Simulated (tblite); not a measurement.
Record of a relaxation.

Species: C5H10B2N2.
Bonds: C1–C2 (triple), C2–B3, B3–N4, B3–N5, N5–B6, B6–C7, C7–C8, C8–C9, C7–C9. Hydrogens: H10 on C1; H11, H12 on N4; H13 on N5; H14 on B6; H15 on C7; H16, H17 on C8; H18, H19 on C9.

Computed with GFN2-xTB (tblite), gas phase: L-BFGS steps from a force-field or distance-geometry start until the largest atomic force falls under 0.01 eV/Å. 11 of its 191 geometries are shown.

Step 0: E = -653.2054 eV, largest atomic force 3.704 eV/Å
```
atom  x, y, z in Å  |  force x, y, z in eV/Å
C1      3.903   -2.084    0.172   -2.150   1.901  -0.830
C2      3.028   -1.271   -0.133    1.220  -2.113  -0.369
B3      1.952   -0.230   -0.483    0.480   1.713   3.249
N4      2.518    1.170   -0.834    1.649  -1.687   0.782
N5      0.770   -0.195    0.521   -0.879   1.688  -2.876
B6     -0.582   -0.162   -0.144    1.154  -0.239   2.194
C7     -1.772    0.370    0.781    1.224  -0.278  -0.259
C8     -2.957    0.979    0.071   -0.489  -0.196   0.494
C9     -3.090   -0.358    0.782   -0.780   0.680   0.624
H10     4.630   -2.784    0.451    0.150   0.004   0.133
H11     3.385    0.965   -1.410   -1.195   0.673   0.667
H12     2.909    1.572    0.077   -0.944  -0.427  -1.704
H13     0.848    0.665    1.121   -0.088  -1.382  -0.601
H14    -0.805   -0.623   -1.200    0.199  -0.052   0.158
H15    -1.493    0.803    1.780   -0.334  -0.220  -1.097
H16    -3.049    0.914   -1.021    0.332   0.371   0.642
H17    -3.329    1.908    0.548   -0.150  -0.850  -0.556
H18    -3.660   -0.349    1.740    0.529  -0.170  -0.850
H19    -3.215   -1.279    0.203    0.070   0.584   0.198
```

Step 19: E = -655.3055 eV, largest atomic force 0.468 eV/Å
```
atom  x, y, z in Å  |  force x, y, z in eV/Å
C1      3.730   -2.168    0.040    0.037   0.077   0.006
C2      2.871   -1.377   -0.256    0.187  -0.214   0.252
B3      2.078   -0.084   -0.201   -0.026  -0.216  -0.130
N4      2.810    1.041   -0.579   -0.169  -0.231  -0.118
N5      0.760    0.038    0.406   -0.058   0.197  -0.056
B6     -0.525   -0.228   -0.058    0.030   0.011   0.009
C7     -1.740    0.335    0.761    0.027  -0.039  -0.037
C8     -2.944    0.960    0.081   -0.001  -0.076   0.058
C9     -3.088   -0.347    0.780    0.007  -0.003   0.091
H10     4.500   -2.833    0.307   -0.094  -0.203  -0.150
H11     3.674    0.926   -1.088   -0.165   0.377   0.223
H12     2.417    1.962   -0.518    0.225   0.189  -0.159
H13     0.812    0.607    1.240   -0.075   0.117   0.058
H14    -0.678   -0.818   -1.061    0.043  -0.010   0.019
H15    -1.476    0.803    1.712   -0.099   0.036  -0.090
H16    -2.996    0.965   -1.001    0.119   0.016   0.119
H17    -3.384    1.839    0.541    0.045  -0.106  -0.079
H18    -3.618   -0.360    1.721   -0.045  -0.057  -0.018
H19    -3.215   -1.250    0.197    0.012   0.135   0.001
```

Step 38: E = -655.4474 eV, largest atomic force 0.127 eV/Å
```
atom  x, y, z in Å  |  force x, y, z in eV/Å
C1      3.689   -2.264    0.029   -0.040   0.007  -0.023
C2      2.940   -1.324   -0.040   -0.065   0.012  -0.039
B3      2.130   -0.029   -0.112   -0.004   0.023  -0.014
N4      2.790    1.099   -0.599   -0.019  -0.018  -0.044
N5      0.768    0.140    0.404    0.067   0.016  -0.001
B6     -0.504   -0.231   -0.023    0.123  -0.029   0.014
C7     -1.734    0.312    0.785    0.045   0.005  -0.037
C8     -2.921    0.929    0.077    0.007   0.015   0.006
C9     -3.079   -0.371    0.777    0.036  -0.034   0.040
H10     4.328   -3.100    0.082   -0.065   0.022   0.014
H11     3.735    1.087   -0.945   -0.021  -0.024   0.016
H12     2.331    1.984   -0.735    0.011   0.009   0.058
H13     0.780    0.789    1.181   -0.035   0.023  -0.018
H14    -0.637   -0.890   -0.986    0.046  -0.021   0.044
H15    -1.495    0.792    1.733   -0.047   0.024  -0.022
H16    -2.933    0.931   -1.002    0.053  -0.007  -0.026
H17    -3.371    1.808    0.514   -0.026   0.046   0.014
H18    -3.635   -0.389    1.702   -0.062  -0.041   0.031
H19    -3.191   -1.263    0.181   -0.003  -0.030  -0.013
```

Step 57: E = -655.5878 eV, largest atomic force 0.310 eV/Å
```
atom  x, y, z in Å  |  force x, y, z in eV/Å
C1      3.061   -2.361   -0.162    0.015   0.287  -0.011
C2      2.649   -1.231   -0.161    0.094   0.061  -0.074
B3      2.138    0.202   -0.086    0.030   0.064  -0.042
N4      2.892    1.284   -0.550    0.202  -0.091  -0.159
N5      0.837    0.462    0.484    0.241   0.186   0.060
B6     -0.306   -0.300    0.291   -0.279  -0.050   0.105
C7     -1.664    0.232    0.861   -0.056   0.080   0.079
C8     -2.775    0.791   -0.002   -0.005  -0.021  -0.021
C9     -2.973   -0.495    0.717    0.014  -0.086   0.027
H10     3.462   -3.326   -0.169    0.022  -0.282  -0.010
H11     3.770    1.211   -1.041   -0.122  -0.093   0.174
H12     2.521    2.217   -0.572   -0.007   0.084   0.071
H13     0.739    1.363    0.935   -0.059   0.010  -0.107
H14    -0.200   -1.309   -0.277   -0.071  -0.198  -0.157
H15    -1.559    0.777    1.793   -0.037   0.071   0.136
H16    -2.672    0.753   -1.072    0.083   0.033  -0.142
H17    -3.302    1.665    0.351    0.000   0.035  -0.001
H18    -3.653   -0.528    1.551   -0.065   0.028   0.136
H19    -2.972   -1.397    0.131    0.000  -0.117  -0.063
```

Step 76: E = -655.6606 eV, largest atomic force 0.105 eV/Å
```
atom  x, y, z in Å  |  force x, y, z in eV/Å
C1      2.914   -2.331   -0.292    0.055   0.012   0.034
C2      2.582   -1.176   -0.267   -0.018  -0.037   0.021
B3      2.113    0.269   -0.143    0.005   0.035  -0.099
N4      2.959    1.318   -0.512    0.081  -0.054   0.009
N5      0.795    0.551    0.359    0.043   0.041   0.043
B6     -0.307   -0.305    0.421   -0.036  -0.042   0.013
C7     -1.676    0.231    0.976   -0.047  -0.050   0.006
C8     -2.705    0.713   -0.024    0.033   0.048  -0.001
C9     -2.948   -0.540    0.750   -0.035   0.030  -0.057
H10     3.217   -3.339   -0.297   -0.003   0.012  -0.058
H11     3.881    1.171   -0.884   -0.012  -0.007   0.025
H12     2.702    2.288   -0.470   -0.025   0.028   0.028
H13     0.647    1.512    0.641   -0.016   0.002  -0.012
H14    -0.193   -1.393   -0.003   -0.015   0.022   0.038
H15    -1.647    0.811    1.896    0.001   0.003  -0.062
H16    -2.457    0.644   -1.073   -0.044  -0.056   0.013
H17    -3.288    1.589    0.221   -0.012   0.019   0.006
H18    -3.722   -0.526    1.505    0.055  -0.005   0.015
H19    -2.875   -1.477    0.218   -0.008  -0.001   0.038
```

Step 95: E = -655.6858 eV, largest atomic force 0.073 eV/Å
```
atom  x, y, z in Å  |  force x, y, z in eV/Å
C1      3.049   -2.298   -0.408   -0.029  -0.037   0.033
C2      2.582   -1.195   -0.302    0.028  -0.055  -0.009
B3      2.098    0.240   -0.145    0.006   0.037  -0.034
N4      3.013    1.267   -0.396    0.016  -0.019  -0.012
N5      0.757    0.548    0.270    0.029   0.012   0.046
B6     -0.338   -0.311    0.412   -0.044  -0.048  -0.033
C7     -1.706    0.269    0.930   -0.001  -0.011  -0.003
C8     -2.774    0.694   -0.054   -0.012  -0.041  -0.021
C9     -2.998   -0.494    0.822    0.013  -0.003  -0.002
H10     3.423   -3.279   -0.481   -0.003   0.014  -0.033
H11     3.954    1.088   -0.701   -0.016   0.019   0.024
H12     2.797    2.246   -0.326   -0.016   0.055   0.013
H13     0.594    1.528    0.468    0.006  -0.020   0.000
H14    -0.210   -1.440    0.116   -0.012   0.042   0.013
H15    -1.643    0.919    1.800    0.008   0.032  -0.013
H16    -2.593    0.519   -1.104    0.011   0.000  -0.010
H17    -3.329    1.601    0.139    0.001  -0.017   0.028
H18    -3.718   -0.423    1.624    0.002   0.039  -0.005
H19    -2.967   -1.469    0.358    0.011   0.000   0.015
```

Step 114: E = -655.7016 eV, largest atomic force 0.099 eV/Å
```
atom  x, y, z in Å  |  force x, y, z in eV/Å
C1      3.025   -2.312   -0.537    0.000  -0.056  -0.006
C2      2.601   -1.202   -0.357   -0.030   0.040  -0.010
B3      2.120    0.225   -0.127    0.009   0.004   0.024
N4      3.031    1.277   -0.263    0.045   0.066  -0.059
N5      0.766    0.521    0.250    0.002   0.016   0.018
B6     -0.343   -0.318    0.398   -0.001  -0.008   0.031
C7     -1.694    0.328    0.871   -0.002  -0.037   0.031
C8     -2.800    0.609   -0.124   -0.017  -0.029   0.011
C9     -2.981   -0.454    0.908    0.036   0.028  -0.011
H10     3.373   -3.293   -0.689    0.009  -0.006  -0.005
H11     3.988    1.157   -0.548   -0.071  -0.013   0.048
H12     2.772    2.241   -0.131    0.051  -0.008  -0.006
H13     0.593    1.504    0.426    0.046  -0.002   0.007
H14    -0.233   -1.464    0.173   -0.011   0.034  -0.042
H15    -1.603    1.097    1.637   -0.026  -0.022  -0.020
H16    -2.648    0.324   -1.155   -0.005  -0.063   0.026
H17    -3.358    1.527   -0.011   -0.019   0.022  -0.017
H18    -3.680   -0.274    1.713    0.024  -0.010  -0.034
H19    -2.938   -1.486    0.588   -0.038   0.045   0.013
```

Step 133: E = -655.7342 eV, largest atomic force 0.103 eV/Å
```
atom  x, y, z in Å  |  force x, y, z in eV/Å
C1      2.992   -2.275   -0.749   -0.046   0.041  -0.008
C2      2.588   -1.171   -0.492    0.058  -0.064   0.029
B3      2.152    0.231   -0.082   -0.019  -0.024   0.008
N4      3.095    1.266   -0.071   -0.025  -0.013   0.012
N5      0.801    0.511    0.323   -0.012   0.025   0.023
B6     -0.360   -0.278    0.310    0.068   0.027   0.000
C7     -1.701    0.404    0.740    0.017   0.080  -0.023
C8     -2.877    0.381   -0.218    0.000  -0.007   0.026
C9     -2.968   -0.343    1.080    0.032  -0.034  -0.025
H10     3.316   -3.249   -0.983   -0.007   0.036  -0.012
H11     4.053    1.147   -0.345   -0.010  -0.033   0.005
H12     2.881    2.207    0.216    0.002  -0.019  -0.020
H13     0.678    1.466    0.640   -0.035  -0.041  -0.023
H14    -0.302   -1.391   -0.063   -0.006   0.085   0.027
H15    -1.606    1.353    1.266    0.005  -0.026   0.002
H16    -2.766   -0.200   -1.121   -0.043  -0.001  -0.001
H17    -3.442    1.295   -0.351    0.009  -0.071   0.003
H18    -3.598    0.078    1.852   -0.006  -0.062  -0.013
H19    -2.947   -1.424    1.070    0.016   0.101  -0.010
```

Step 152: E = -655.7547 eV, largest atomic force 0.087 eV/Å
```
atom  x, y, z in Å  |  force x, y, z in eV/Å
C1      2.813   -2.232   -0.883    0.036  -0.073  -0.032
C2      2.522   -1.144   -0.464   -0.039   0.065   0.006
B3      2.167    0.261    0.008    0.000   0.004  -0.009
N4      3.174    1.232    0.040   -0.003   0.028   0.007
N5      0.823    0.605    0.379    0.032   0.010  -0.018
B6     -0.338   -0.176    0.329    0.003   0.000  -0.004
C7     -1.715    0.481    0.656    0.008  -0.005  -0.008
C8     -2.895    0.212   -0.256   -0.016  -0.004  -0.001
C9     -2.901   -0.329    1.129   -0.023   0.021  -0.013
H10     3.059   -3.187   -1.248    0.007  -0.025   0.014
H11     4.122    1.039   -0.227    0.021  -0.005   0.001
H12     3.024    2.192    0.301   -0.010  -0.018   0.021
H13     0.707    1.569    0.667   -0.004   0.005   0.004
H14    -0.253   -1.298    0.002   -0.013  -0.007   0.001
H15    -1.694    1.497    1.044   -0.016   0.024   0.029
H16    -2.745   -0.479   -1.072   -0.008  -0.016  -0.008
H17    -3.546    1.039   -0.504   -0.004  -0.034   0.038
H18    -3.564    0.120    1.854   -0.001   0.017   0.003
H19    -2.770   -1.391    1.267    0.032   0.015  -0.032
```

Step 171: E = -655.7601 eV, largest atomic force 0.058 eV/Å
```
atom  x, y, z in Å  |  force x, y, z in eV/Å
C1      2.848   -2.227   -0.924    0.010  -0.010  -0.003
C2      2.519   -1.147   -0.510    0.000   0.005   0.015
B3      2.168    0.246    0.002   -0.021  -0.001  -0.001
N4      3.192    1.192    0.116   -0.010   0.057  -0.003
N5      0.821    0.612    0.346   -0.020   0.022  -0.006
B6     -0.358   -0.141    0.269    0.009   0.003  -0.019
C7     -1.735    0.524    0.596    0.025  -0.017  -0.018
C8     -2.942    0.172   -0.249    0.010  -0.018  -0.001
C9     -2.877   -0.292    1.161    0.008  -0.007   0.003
H10     3.121   -3.177   -1.286   -0.019   0.013   0.009
H11     4.146    0.999   -0.129   -0.002  -0.009   0.010
H12     3.044    2.140    0.421    0.012  -0.042   0.004
H13     0.720    1.570    0.657    0.013  -0.003  -0.005
H14    -0.290   -1.260   -0.074   -0.017  -0.003   0.006
H15    -1.728    1.558    0.933    0.016   0.009   0.003
H16    -2.808   -0.557   -1.035    0.002  -0.002   0.008
H17    -3.631    0.963   -0.507   -0.016   0.010   0.014
H18    -3.527    0.172    1.889    0.021   0.011  -0.003
H19    -2.693   -1.338    1.347   -0.020  -0.019  -0.011
```

Step 190: E = -655.7639 eV, largest atomic force 0.010 eV/Å
```
atom  x, y, z in Å  |  force x, y, z in eV/Å
C1      2.836   -2.222   -0.931    0.000   0.000  -0.002
C2      2.522   -1.138   -0.517    0.001  -0.003   0.000
B3      2.171    0.253   -0.001    0.003   0.000  -0.003
N4      3.202    1.178    0.196    0.006  -0.002  -0.001
N5      0.814    0.631    0.276    0.005   0.001  -0.001
B6     -0.363   -0.121    0.167   -0.001   0.005   0.000
C7     -1.735    0.536    0.519    0.000  -0.003  -0.002
C8     -2.989    0.139   -0.231    0.001  -0.002  -0.008
C9     -2.825   -0.274    1.187    0.002  -0.003   0.005
H10     3.093   -3.176   -1.293   -0.001  -0.001   0.003
H11     4.167    0.967    0.015   -0.003   0.000   0.001
H12     3.057    2.114    0.532    0.001   0.003   0.000
H13     0.708    1.586    0.595   -0.002   0.002   0.001
H14    -0.293   -1.236   -0.188   -0.005   0.004   0.000
H15    -1.722    1.580    0.824    0.001   0.002  -0.004
H16    -2.895   -0.617   -0.996   -0.001   0.000   0.001
H17    -3.707    0.910   -0.468    0.000   0.006   0.003
H18    -3.427    0.212    1.941   -0.007  -0.006   0.003
H19    -2.622   -1.313    1.396   -0.001  -0.005   0.002
```

**Question.** Summarise the path.

**Answer.** The energy falls by 246.85 kJ/mol from step 0 to step 190; nine tenths of that is first reached at step 48. It rises by more than 0.2 meV at step 147. The largest force goes from 3.704 to 0.010 eV/Å. Among the bonds B3–N4 changes most, from 1.551 to 1.399 Å; the atoms move by 1.183 Å rms after alignment.

The cost below is that of the whole relaxation. The run took 2.3 s wall on Arm Neoverse N1, one thread, shared host.
